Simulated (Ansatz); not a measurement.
Vertical ionisation energy (eV) of eight silicon and germanium compounds: PBE beside PBE0, computed with Ansatz (a quantum-chemistry and plane-wave program) for isolated molecules in the bases named; differences from unrounded values. The eight are the first of their class met in an unordered collection, after screening for sound electronic states; none was chosen by its value. Functionals give these values as differences of separate SCF runs (ΔSCF), EOM-CCSD as a root; each molecule has one DFT geometry for both levels.

| molecule | basis | PBE0 | PBE | difference |
|---|---|---|---|---|
| C₂H₄F₂Si₂, SMILES [SiH2](F)[Si@@H](F)C#C | def2-TZVPD | 10.07 | 9.71 | -0.37 |
| C₄H₁₀OSi, SMILES CCC(=O)[SiH2]C | def2-SVPD | 8.77 | 8.57 | -0.20 |
| Ge(F)(Cl)(OH)2 (ClFGeH₂O₂), SMILES [OH][Ge]([OH])([F])[Cl] | def2-SVPD | 12.09 | [?] | [?] |
| B(GeH3)2(H) (BGe2H7), SMILES [GeH3][BH][GeH3] | def2-SVPD | 9.80 | [?] | [?] |
| GeF2ClBr, SMILES [F][Ge]([F])([Cl])[Br] | def2-SVPD | 11.92 | 11.45 | -0.46 |
| C2H6ClFSi, SMILES [C@@H](Cl)(F)C[SiH3] | def2-SVPD | 10.99 | 10.47 | -0.52 |
| Si(CF3)(F)(H)2 (CH2F4Si), SMILES F[SiH2]C(F)(F)F | def2-SVPD | 12.22 | 11.63 | -0.59 |
| Si(AsH2)2(H)2 (As₂H₆Si), SMILES [AsH2][SiH2][AsH2] | def2-SVPD | 8.71 | [?] | [?] |

Complete the blanks. (Estimate from the structure and the level; the computed values follow.)


- B(GeH3)2(H) (BGe2H7), SMILES [GeH3][BH][GeH3], PBE: 9.58
- B(GeH3)2(H) (BGe2H7), SMILES [GeH3][BH][GeH3], difference: -0.22
- Ge(F)(Cl)(OH)2 (ClFGeH₂O₂), SMILES [OH][Ge]([OH])([F])[Cl], PBE: 11.37
- Ge(F)(Cl)(OH)2 (ClFGeH₂O₂), SMILES [OH][Ge]([OH])([F])[Cl], difference: -0.72
- Si(AsH2)2(H)2 (As₂H₆Si), SMILES [AsH2][SiH2][AsH2], PBE: 8.52
- Si(AsH2)2(H)2 (As₂H₆Si), SMILES [AsH2][SiH2][AsH2], difference: -0.18

PBE lies below PBE0 in 8 and above it in 0 of the eight; the mean signed difference is -0.41 and the largest -0.72 eV.
